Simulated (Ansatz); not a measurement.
`B[SiH2]O` + `O=COCS` → `O[SiH2]OCS` + `BC=O`  (formal exchange of groups at the Si–B bond)

Computed with Ansatz on PBE0-D4/def2-TZVP structures; ΔE is electronic, products minus reactants. CBS: MP2 limit from def2 TZ/QZ plus the TZ coupled-cluster correction, frozen cores. One conformer a species, not always the lowest.

| level | ΔE (kJ/mol) |
| --- | --- |
| CCSD(T)/def2-TZVPP | -98.0 |
| CCSD/CBS(def2) | -98.9 |

What does CCSD(T)/CBS give? (Best estimate.)

The calculation gave: -101.8 kJ/mol. The listed levels differ from it by 3.8, 2.9 kJ/mol.

Largest T1 diagnostic among the species: 0.021, so the coupled-cluster value is less sure than usual.

In def2-TZVPP, CCSD(T) changes the Hartree–Fock value by −15.9 kJ/mol (the triples alone add −2.9 kJ/mol) and MP2 by −23.6 kJ/mol. The D4 term adds −6.6 kJ/mol with B3LYP and −3.5 kJ/mol with PBE0; it sums over pairs of atoms, weighted by their polarisabilities, and B3LYP, whose exchange is more repulsive, gets the larger term.

B3LYP here is the variant with VWN-RPA as its local correlation; programs differ in this.
